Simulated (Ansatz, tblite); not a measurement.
GaN nanocrystals, H-capped: gap (eV) at several levels, gas phase, relaxed structures; Ansatz, xTB through tblite. Levels of anions in sets without diffuse functions are rough. A dash marks a value that wasn't run or was left out as unsound. The structures are stationary points that may keep the symmetry of their start.

| species | state | geometry | GFN1-xTB | GFN2-xTB | PBE-D4/def2-SVP | PBE-D4/def2-TZVP | PBE0-D4/def2-SVP | PBE0-D4/def2-TZVP |
| --- | --- | --- | --- | --- | --- | --- | --- | --- |
| Ga3N3H12, cut from wurtzite | singlet | PBE0-D4/def2-SVP | 6.64 | 7.19 | 5.93 | 5.65 | 8.00 | 7.71 |
| Ga4N4H14, cut from wurtzite | singlet | r2SCAN-D4/def2-SVP | 5.85 | 5.62 | 5.55 | 5.34 | 7.63 | 7.38 |
| Ga5N4H16⁻, cut from zinc blende | singlet | PBE-D4/def2-SVP | 5.69 | 6.03 | 4.81 | 4.54 | 6.85 | 6.53 |
| Ga6N6H18, cut from wurtzite | singlet | PBE-D4/def2-SVP | 5.58 | 5.00 | 5.02 | 4.76 | 7.10 | 6.75 |
| Ga6N7H20⁺, cut from zinc blende | singlet | r2SCAN-D4/def2-SVP | 5.43 | 4.74 | 5.03 | 4.79 | 7.15 | 6.86 |
| Ga6N7H24⁺, cut from zinc blende, disc | singlet | PBE-D4/def2-SVP | 5.75 | 5.01 | 4.93 | 4.73 | 7.07 | 6.81 |
| Ga8N8H22, cut from wurtzite | singlet | r2SCAN-D4/def2-SVP | 5.21 | 5.25 | 5.44 | 5.21 | 7.50 | 7.20 |
| Ga9N9H24, cut from wurtzite | singlet | PBE-D4/def2-SVP | 4.89 | 4.88 | 5.18 | – | 7.28 | – |
| Ga9N10H26⁺, cut from wurtzite | singlet | r2SCAN-D4/def2-SVP | 4.96 | 4.14 | 4.98 | 4.78 | 7.07 | 6.85 |
| Ga11N10H28⁻, cut from wurtzite | singlet | PBE-D4/def2-SVP | 4.47 | 4.30 | 4.57 | 4.28 | 6.62 | 6.25 |
| Ga12N12H32, cut from zinc blende | singlet | PBE-D4/def2-SVP | 4.50 | 4.32 | 4.93 | 4.66 | 7.02 | 6.69 |
| Ga13N13H30, cut from zinc blende | singlet | r2SCAN-D4/def2-SVP | 4.36 | 4.27 | 4.47 | 4.16 | 6.57 | 6.16 |
| Ga13N14H34⁺, cut from wurtzite | singlet | PBE-D4/def2-SVP | 4.23 | 3.60 | 4.20 | 4.00 | 6.28 | 6.02 |
